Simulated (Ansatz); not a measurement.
Program: Ansatz. Geometries: PBE0-D4/def2-TZVP. ΔE: electronic, gas phase. CCSD(T)/CBS adds triple-zeta CCSD(T) − MP2 to the extrapolated MP2 energy (def2 sets, frozen cores). Functionals use def2-TZVPP. B3LYP here is the variant with VWN-RPA as its local correlation; programs differ in this. Each species was taken in one conformer, which may not be the lowest.

Reaction (isomerisation): `C[C]1(N)[AlH][SiH2]1` → `N=[CH][AlH][CH2][SiH3]`

(1) Is it downhill or uphill in electronic energy at CCSD(T)/CBS, and by how much? (Best estimate.)

(2) What do these levels give: B3LYP-D4, B2PLYP, PBE, MP2/def2-TZVPP, HF/def2-QZVPP, MP2/def2-QZVPP? (Estimate.)

Largest T1 diagnostic among the species: 0.014.

Results:

(1) Computed: Downhill: ΔE = -121.1 kJ/mol.

(2) The calculation gave: B3LYP-D4 -127.4, B2PLYP -132.3, PBE -89.3, MP2/def2-TZVPP -117.6, HF/def2-QZVPP -182.6, MP2/def2-QZVPP -114.9 kJ/mol.

From PBE to PBE0 (25 % exact exchange), in def2-TZVPP and without D4, ΔE moves by −4.1 kJ/mol. In def2-TZVPP, CCSD(T) changes the Hartree–Fock value by +55.3 kJ/mol (the triples alone add +7.0 kJ/mol) and MP2 by +64.1 kJ/mol.
